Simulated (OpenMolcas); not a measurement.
**Fe: effect of the active space**

```
Program             : OpenMolcas
Method              : MS-CASPT2 or its RAS form, IPEA 0.25 Eh, imaginary shift 0.1 Eh
Basis               : ANO-RCC-VTZP
Scalar Hamiltonian  : DKH2, point nucleus
Spin-orbit coupling : RASSI with atomic mean-field integrals over the reference wave functions, term energies averaged over their components
```

A. 6 electrons in 5 orbitals (3d); 2S+1 = 5 even, 5 roots; 2S+1 = 3 even, 45 roots; 2S+1 = 1 even, 50 roots (35 in the spin-orbit step); closed shells correlated: 3s 3p 4s; CASPT2 step of the order of 17 core-seconds
B. 8 electrons in 6 orbitals (3d 4s); 2S+1 = 5 even, 15 roots; 2S+1 = 3 even, 73 roots (68 in the spin-orbit step); 2S+1 = 1 even, 22 roots; closed shells correlated: 3s 3p; CASPT2 step about 40 core-seconds
C. 8 electrons in 9 orbitals (RAS2 3d 4s; RAS3 4p, at most 2 electrons); 2S+1 = 5 even, 15 roots; 2S+1 = 3 even, 68 roots kept (CI in the orbitals of an earlier block, 54 in the spin-orbit step); 2S+1 = 1 even, 32 roots kept (CI in the orbitals of an earlier block, 31 in the spin-orbit step); 2S+1 = 5 odd, 90 roots (78 in the spin-orbit step); 2S+1 = 7 odd, 15 roots kept (CI in the orbitals of an earlier block); 2S+1 = 3 odd, 37 roots kept (CI in the orbitals of an earlier block, 15 in the spin-orbit step); 2S+1 = 1 odd, 13 roots kept (CI in the orbitals of an earlier block, 0 in the spin-orbit step); closed shells correlated: 3s 3p; CASPT2 step of the order of 8 core-minutes

Energies in cm⁻¹ above 3d⁶ 4s² ⁵D₄, the measured ground level; measured values from NIST Handbook of Basic Atomic Spectroscopic Data.

```
      Level     A    B    C  Measured
3d⁶ 4s² ⁵D₄   0.0  0.0  0.0       0.0
3d⁶ 4s² ⁵D₃   428  386  387       416
3d⁶ 4s² ⁵D₂   727  662  662       704
3d⁶ 4s² ⁵D₁   920  841  841       888
3d⁶ 4s² ⁵D₀  1015  930  929       978
```

Deviations, from unrounded energies. A percentage is the sum of absolute deviations over the sum of measured energies, with the sign that they share, or ± where signs differ.

| Against measurement | Levels | A | B | C |
| --- | --- | --- | --- | --- |
| mean absolute deviation (cm-1) | 4 | 26 | 42 | 42 |
| fine structure of the ground term (%) | 4 | +3.5 | -5.6 | -5.6 |

A lies closest to measurement on these levels and B furthest from it. The largest miss of A in the table is 3d⁶ 4s² ⁵D₀, by +36 cm-1. The ranking rests on the paired levels alone, and a cruder setting can come out closer through cancelling errors.

The spin-orbit steps hold different terms of 3d⁶ 4s² (B lacks ¹D, ¹F, ¹S, a ³F, a ³P; C lacks ¹D, ¹F, ¹S, a ³F, a ³P), which shifts levels as well.

Among A to C the level of the table that moves most is 3d⁶ 4s² ⁵D₀, by 85 cm-1 (lowest in C, highest in A). Moves below CASPT2's spread within the term are not significant.

Term energies are means over components that CASPT2 splits; among the terms shown or strongly mixed into the levels shown the widest spread is 13 cm-1 (3d⁶ 4s² ⁵D, B). Over all roots computed the reference weight is 0.85 to 0.90 in B, 0.86 to 0.92 in C; the roots of lowest weight are the least certain, and an intruder state may touch them. Some high roots are left out of the spin-orbit mixing, which shifts the levels that they would mix with. With the s shell closed, the reference lacks s² → p², s² → d² and s → d mixing, so excited terms can stand far too high and out of order, with CASPT2 too (holds for A). Blocks of more than 70 roots (2S+1 = 5 odd) ran without multistate coupling (holds for C). Computed and measured levels are paired by configuration, term and J; levels that our copy of the source lacks, or whose pairing is in doubt (as where it misses far off the trend of its configuration), stay unpaired and out of the deviations. Only configurations of the active space appear. Levels that lie high or do not pair safely by name in every column are left out.
